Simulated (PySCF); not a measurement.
Excitations are Tamm–Dancoff values on a coarser integration grid. The basis has no diffuse functions, so Rydberg states are missing or too high.

Cartesian coordinates (Å):
SMILES: [Ga]([SiH3])([NH2])[NH2]
```xyz
11

N     -1.1610     1.6701    -0.1248
Ga    -0.3683     0.0361     0.0002
N     -1.5214    -1.3653     0.1414
Si     1.9995    -0.2280    -0.0118
H     -0.6476     2.5309    -0.2111
H     -2.1556     1.8286    -0.1166
H     -1.2291    -2.3254     0.2093
H     -2.5249    -1.2806     0.1510
H      2.4975    -0.6886     1.3133
H      2.6818     1.0558    -0.3294
H      2.4292    -1.2336    -1.0215
```
Charge 0, multiplicity 1.

**Question.** What S1–T1 gap (TDA), total energy and dipole moment does r2SCAN-D4/def2-TZVP (PySCF) give?

**Answer.** 
The S1–T1 gap (TDA) is 0.98 eV, the total energy comes out as -2328.0622 Ha and the dipole moment is 1.11 D.
